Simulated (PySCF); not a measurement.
H₃OSi, SMILES [SiH3][O], multiplicity 2. Geometry optimised at PBE-D3(BJ)/def2-TZVP. The isomer is the one that the SMILES or the coordinates give; other isomers of the formula were not compared.

Calculation: PBE-D3(BJ)/def2-TZVP (PySCF).

Harmonic wavenumbers (cm⁻¹): 473, 541, 787, 793, 849, 956, 2014, 2138, 2140. Rotational constants (GHz): 84.23, 14.85, 14.80; symmetry number 1.

### Question
Work out the zero-point energy and the ideal-gas rigid-rotor harmonic-oscillator thermochemistry at 298.15 K and 1 atm.

### Answer
ZPE = ½ Σ hcν = ½ × 10691 cm⁻¹ = 63.95 kJ/mol. H − E(el) = 75.74 kJ/mol. Entropy in J/(mol K): translation 156.79, rotation 85.31, vibration 8.41, spin 5.76, total 256.28. G − E(el) = -0.67 kJ/mol. Cp = 53.47 J/(mol K).
